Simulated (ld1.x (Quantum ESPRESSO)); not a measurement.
# Transferability test, TM potential for zinc (Zn)

* Element: Zn (Z = 30)
* Generator: ld1.x (Quantum ESPRESSO) 7.5
* Type: norm-conserving Troullier–Martins (Kleinman–Bylander form)
* Functional: BP86
* Relativity: scalar-relativistic
* Frozen core: [Ar]
* Valence charge: 12
* Reference configuration: 3d10 4s1.75 4p0.25
* Partial waves: 4s (bound): rc 1.50 bohr; 4p (bound): rc 3.30 bohr; 3d (bound): rc 1.10 bohr
* Local potential: the d channel
* Core correction: a·sin(br)/r model core, default radius (core density twice the valence density)

Energies are relative to the spin-unpolarised reference configuration 3d10 4s1.75 4p0.25; without spin polarisation the order of configurations can differ from experiment.

| valence configuration | charge | ΔE all-electron (eV) | error AE − PS (meV) |
| --- | --- | --- | --- |
| 3d10 4s2 4p0 | 0 | -1.250 | +0.3 |
| 3d10 4s0 4p0 | +2 | 27.358 | -40 |
| 3d10 4s0 4p1 | +1 | 15.207 | +6.7 |
| 3d9 4s0 4p0 | +3 | 67.965 | -144 |
| 3d10 4s1.5 4p0 | +0.5 | 2.787 | -0.9 |

(1) What are ΔE and the potential's error for 3d10 4s1 4p1?

(2) What are ΔE and the potential's error for 3d10 4s1 4p0?

Note: ghost states, extra bound levels that the all-electron valence spectrum of the same l lacks: s at -337.2 eV, p at -157.9 eV. A true bound ghost makes a file unfit for plane-wave use.

Results:

(1) ΔE = 3.886 eV all-electron; the error (AE − PS) is +1.2 meV.

(2) ΔE = 8.835 eV all-electron; the error (AE − PS) is -5.2 meV.
